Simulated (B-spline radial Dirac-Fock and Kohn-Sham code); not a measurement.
## Dipole and non-dipole photoemission parameters of Ag 4p3/2

System: atomic silver in the configuration 1s2 2s2 2p6 3s2 3p6 3d10 4s2 4p6 4d10 5s1; threshold 62.36 eV (orbital energy of the model). Calculated with a radial finite-basis atomic code, using Dirac-Hartree-Slater photoionisation with a Latter tail; cross sections with all multipoles, angular parameters from the dipole term and its interference with E2.

For linearly polarised light dσ/dΩ = σ/(4π) [1 + β P₂(cos θ) + (δ + γ cos²θ) sin θ cos φ], with θ from the polarisation vector and φ the angle between the beam and the projection of the electron momentum on the plane normal to the polarisation.

| hν (eV) | σ (kb) | β | γ | δ |
| --- | --- | --- | --- | --- |
| 100 | 412 | 0.224 | 0.349 | -0.050 |
| 106 | 367 | -0.015 | 0.466 | -0.072 |
| 143 | 286 | -0.082 | -0.016 | -0.003 |
| 181 | 266 | 0.415 | -0.051 | 0.033 |
| 200 | 256 | 0.612 | 0.005 | 0.035 |
| 486 | 116 | 1.504 | 0.157 | 0.004 |
| 573 | 93.0 | 1.571 | 0.110 | 0.002 |
| 660 | ? | ? | ? | ? |
| 936 | 43.1 | 1.682 | -0.014 | 0.000 |
| 1000 | 38.5 | 1.689 | -0.022 | 0.000 |
| 1240 | 26.2 | 1.702 | -0.026 | 0.001 |
| 1310 | 23.6 | 1.703 | -0.022 | 0.002 |
| 1486.9 | 18.5 | 1.703 | -0.002 | 0.002 |
| 1580 | 16.5 | 1.701 | 0.012 | 0.003 |
| 1700 | 14.2 | 1.697 | 0.033 | 0.003 |
| 1890 | 11.5 | 1.690 | 0.070 | 0.004 |
| 2270 | 7.82 | 1.671 | 0.155 | 0.006 |
| 2680 | 5.44 | 1.648 | 0.253 | 0.008 |
| 2984.4 | 4.27 | 1.629 | 0.327 | 0.010 |
| 3320 | 3.34 | 1.609 | 0.407 | 0.012 |
| 6000 | 0.764 | 1.456 | 0.949 | 0.037 |
| 6110 | 0.728 | 1.451 | 0.967 | 0.038 |
| 8280 | 0.319 | 1.346 | 1.281 | 0.063 |
| 9251.7 | 0.233 | 1.304 | 1.396 | 0.075 |
| 10900 | 0.146 | 1.238 | 1.565 | 0.095 |

Question: Give the values at 660 eV.

Answer: σ = 75.7 kb, β = 1.615, γ = 0.067, δ = 0.001.
